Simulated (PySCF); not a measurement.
Simulation results for CH6BNSi, Al2BH4

Computed with PySCF 2.14.0. Calculation on a computer-drawn molecule: the log of a Hartree-Fock and frozen-core CCSD(T) single point meant for a local Hartree-Fock minimum, with one planted fault or none, to be diagnosed. Offsets are logged minus clean, where the clean run is the same molecule without the fault. The reference is restricted for singlets and unrestricted otherwise, and also for a bond in bohr or an excited solution. Adding or removing an electron swaps singlet and doublet. The excited solution moves the top pair (singlet) or top alpha electron (doublet) to the lowest empty orbital. Highest occupied and lowest empty are orbital energies over both spins, largest force is the largest gradient component, triples share is (T) over the correlation energy, the T1 limit is 0.02 restricted and 0.045 unrestricted, electrons count all cores, a negative frequency is imaginary (commonest isotopes), and the dipole is about the centre of nuclear charge.

Common to all runs: meant multiplicity 1; meant basis cc-pV(D+d)Z; logged SCF converged yes; logged CC converged yes; logged SCF stable within its kind yes; possible faults no fault, one electron removed, one electron added, multiplicity raised by two, geometry at a saddle point, SCF held on an excited solution, minimal basis STO-3G, one bond length entered in bohr, all coordinates scaled.

(1) CH6BNSi

Logged structure:
```xyz
10
CH6BNSi
N     -2.8955     0.5227    -2.3454
C     -2.1345     0.7835    -1.1920
B     -0.9328     0.2901    -0.6706
Si     0.7794    -0.2123     0.2213
H     -3.8805     0.5166    -2.1517
H     -2.6541    -0.3473    -2.7818
H     -2.5257     1.6058    -0.5881
H      1.9594     0.0144    -0.6457
H      0.7888    -1.6325     0.6445
H      0.8928     0.6494     1.4238
```

| Quantity | Value |
| --- | --- |
| meant charge | 0 |
| logged electrons | 38 |
| logged basis functions | 95 |
| logged spin squared | 2.021 |
| logged highest occupied | -6.925 eV |
| logged lowest empty | 1.2168 eV |
| logged largest force | 0.078861 hartree/bohr |
| logged T1 diagnostic | 0.021686 |
| logged D1 diagnostic | 0.11224 |
| logged triples share | 0.029303 |
| logged dipole magnitude | 3.2598 debye |
| logged energy HF | -409.32561 hartree |
| logged energy CCSD(T) | -409.85366 hartree |
| planted fault | multiplicity raised by two |
| HF energy offset from clean run | 17.93 kcal/mol |
| CCSD(T) energy offset from clean run | 31.66 kcal/mol |

Drawn bonds:
```tsv
atom	other atom	order
1	2	1
2	3	2
3	4	1
1	5	1
1	6	1
2	7	1
4	8	1
4	9	1
4	10	1
```

(2) Al2BH4

Logged structure:
```xyz
7
Al2BH4
B     -0.2972    -3.1135    -2.1697
Al    -0.8332    -1.3177    -1.0662
Al    -1.4994     0.9135     0.3047
H      0.6854    -3.1178    -2.8469
H     -1.6049    -4.9447    -2.0206
H     -2.4106     1.8944    -0.4967
H     -0.8980     0.9695     1.7435
```

| Quantity | Value |
| --- | --- |
| meant charge | 1 |
| logged electrons | 34 |
| logged basis functions | 80 |
| logged spin squared | 0.7244 |
| logged highest occupied | -13.538 eV |
| logged lowest empty | -5.1085 eV |
| logged largest force | 0.017435 hartree/bohr |
| logged T1 diagnostic | 0.075672 |
| logged D1 diagnostic | 0.26601 |
| logged triples share | 0.034542 |
| logged dipole magnitude | 1.1715 debye |
| logged energy HF | -510.43475 hartree |
| logged energy CCSD(T) | -510.66612 hartree |
| planted fault | one bond length entered in bohr, row 4 of the drawn bonds |
| HF energy offset from clean run | 74.57 kcal/mol |
| CCSD(T) energy offset from clean run | 75.36 kcal/mol |

Drawn bonds:
```tsv
atom	other atom	order
1	2	1
2	3	1
1	4	1
1	5	1
3	6	1
3	7	1
```

Notes: T1 above single-reference limit.
